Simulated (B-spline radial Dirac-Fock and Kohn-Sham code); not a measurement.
**Atomic SCF run for Nb⁴⁺**

ΔSCF core binding energies without Breit or QED terms, calculated with a radial atomic solver. Keys: rel is the Hamiltonian (dirac, or spin-free x2c and nr, where L3 and M5 stand for the whole 2p and 3d shells), method is hf or an exchange,correlation pair (spin-unpolarised, also for the hole states), nuc the nuclear model, radius_factor scales its radius, rmax is the box in bohr, h the logarithmic mesh step, order the B-spline order, points the quadrature points per cell, c_factor scales the speed of light, and damp, ndamp, maxit and tol steer the iteration. The run stops when the commutator error falls below 10·tol·max(1, Z/10), or the numerical noise floor, and the energy has settled to about 1e-8 Ha; the virial ratio is −V/T.

Input (task.json):

```json
{"items": [{"Z": 41, "q": 4, "cfg": [[1, 0, 2], [2, 0, 2], [2, 1, 6], [3, 0, 2], [3, 1, 6], [3, 2, 10], [4, 0, 2], [4, 1, 6], [4, 2, 1]], "A": 93, "rrms": 4.324, "do": "settings", "holes": ["K", "L3", "M5"],
  "settings": [{"rel": "dirac", "method": "hf", "nuc": "fermi", "radius_factor": 1.0, "rmax": 45.0, "h": 0.3, "order": 8, "points": 10, "c_factor": 0.2087, "maxit": 64, "damp": 0.5, "ndamp": 3, "tol": 1e-08}]}]}
```

Command: `python xray2_run.py task.json out`

Ground-state iterations:

```
iter   energy (Ha)        error
   1    -5474.42875962  1.44e+01
   2    -5511.19214418  1.44e+00
   3    -5523.27956016  5.28e-01
   4    -5523.55970439  2.27e-01
   5    -5523.58316450  3.09e-02
   6    -5523.58560390  9.62e-03
   7    -5523.58614567  7.75e-04
   8    -5523.58614946  3.21e-05
   9    -5523.58614947  2.68e-06
  10    -5523.58614947  1.97e-07
```

The ground state converged in 10 iterations, with total energy -5523.58615 Ha, virial ratio 1.18424 and highest orbital energy -42.73 eV. ΔSCF binding energies: K (1s) 9989.7 eV, L3 (2p3/2) 2389.5 eV, M5 (3d5/2) 183.2 eV.

**Question.** One setting is unsound. Which, and why?

**Answer.** c_factor makes c so small that Zα exceeds 1, so any numbers that come out have no meaning. With the default settings (Dirac Hartree-Fock): The ground state converged in 9 iterations, with total energy -3815.31686 Ha, virial ratio 1.96577 and highest orbital energy -49.69 eV. ΔSCF binding energies: K (1s) 19093.0 eV, L3 (2p3/2) 2432.6 eV, M5 (3d5/2) 261.1 eV.
